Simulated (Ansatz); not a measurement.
Ligand exchange: HF + C2H2FI → HI + C2H2F2

Species: HF (hydrogen fluoride), singlet; C2H2FI `C=C(F)I`, singlet; HI (hydrogen iodide), singlet; C2H2F2 (vinylidene fluoride) `C=C(F)F`, singlet. The partners trade F for I: H–F and C–I bonds give way to H–I and C–F.

Shapes, held fixed at every level: PBE0-D4/def2-TZVP. Programs: Ansatz 0.2.0. The zero-point and thermal change to 298 K, harmonic and unscaled (PBE0-D4/def2-TZVP), is -5.3 kJ/mol.

```csv
level,kind,ΔH(298 K) (kJ/mol),less CCSD(T)/def2-TZVPP,CPU time (sum over the molecules)
HF/def2-SVP,Hartree–Fock,-59.5,-56.1,–
PBE-D4/def2-TZVPP,GGA,-5.7,-2.3,9.7 s
PBE0-D4/def2-TZVPP,global hybrid,-10.2,-6.8,10 s
r2SCAN0-D4/def2-TZVPP,global hybrid,-15.8,-12.4,16 s
wB97M-V/def2-TZVPP,range-separated hybrid,-13.7,-10.3,33 s
CCSD/def2-SVP,coupled cluster or CI,-40.9,-37.5,–
CCSD(T)/def2-TZVPP,coupled cluster or CI,-3.4,0.0,2.5 min
```

The highest level, CCSD(T)/def2-TZVPP, gives ΔH(298 K) = -3.4 kJ/mol; the levels span -59.5 to -3.4. That is about zero within the method's error. The column of differences is taken from that level and isn't an error. No measured value is set beside it here. For atoms past krypton def2 sets carry core potentials with scalar relativity. Correlated rows may include outer-core shells of I, which these sets cover unevenly. Times are processor times on shared x86 and Arm servers, and rough.
